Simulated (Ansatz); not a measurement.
Program: Ansatz. Geometries: PBE0-D4/def2-TZVP. ΔE: electronic, gas phase. CCSD(T)/CBS adds triple-zeta CCSD(T) − MP2 to the extrapolated MP2 energy (def2 sets, frozen cores). Functionals use def2-TZVPP. B3LYP here is the variant with VWN-RPA as its local correlation; programs differ in this. HSE06 is defined as in plane-wave codes. Each species was taken in one conformer, which may not be the lowest.

Reaction (isomerisation): `C#COC[SiH3]` → `C#C[SiH2]CO`

| level | ΔE (kJ/mol) |
| --- | --- |
| LDA (SPW92) | -99.8 |
| PBE-D4 | -110.4 |
| revPBE-D4 | -111.4 |
| B3LYP-D4 | -113.7 |
| HSE06-D4 | -114.2 |
| B2PLYP | -120.4 |
| CCSD(T)/def2-TZVPP | -125.8 |
| SCS-MP2/def2-QZVPP | -130.8 |

What does CCSD(T)/CBS give? (Best estimate.)

Ansatz gave: -130.2 kJ/mol. The listed levels differ from it by 30.4, 19.8, 18.8, 16.5, 16.0, 9.8, 4.4, -0.6 kJ/mol.

Largest T1 diagnostic among the species: 0.013.

At CCSD(T), def2-SVP lies +25.5 kJ/mol from the extrapolated value and def2-TZVPP +4.3 kJ/mol. Leaving LDA and LC-ωPBE aside and taking each functional with its dispersion term where it has one, the values, not all of them listed here, spread over 11.5 kJ/mol, from PBE-QIDH to PBE-D4. LDA lies +10.5 kJ/mol from PBE without D4. In def2-TZVPP, CCSD(T) changes the Hartree–Fock value by −8.2 kJ/mol (the triples alone add +0.0 kJ/mol) and MP2 by −13.3 kJ/mol.
